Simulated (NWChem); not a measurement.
System: C2H2ClF; SMILES C=C(F)Cl

Input file for NWChem:

```
start job
memory heap 200 mb stack 900 mb global 1100 mb
geometry units angstroms noautoz
  C     -1.185274     1.151332     0.000000
  C     -0.059255     0.448966     0.000000
  F      1.135441     1.007256     0.000000
  Cl     0.030311    -1.266138     0.000000
  H     -2.151289     0.650832     0.000000
  H     -1.132243     2.240633     0.000000
end
basis spherical
  * library def2-tzvp
end
dft
  xc becke88 lyp
  iterations 150
  mulliken
end
task dft energy
```

Geometry: optimised at PBE0/def2-SVP.

### Question
What results follow from this input? (BLYP/def2-TZVP.) Quantities: energy (Ha); highest occupied level (eV); orbital gap (eV); dipole (D).

### Answer
```
Quantity                       Value
---------------------------  -------
energy (Ha)                  -637.47
highest occupied level (eV)    -6.25
orbital gap (eV)                5.22
dipole (D)                      1.07
```
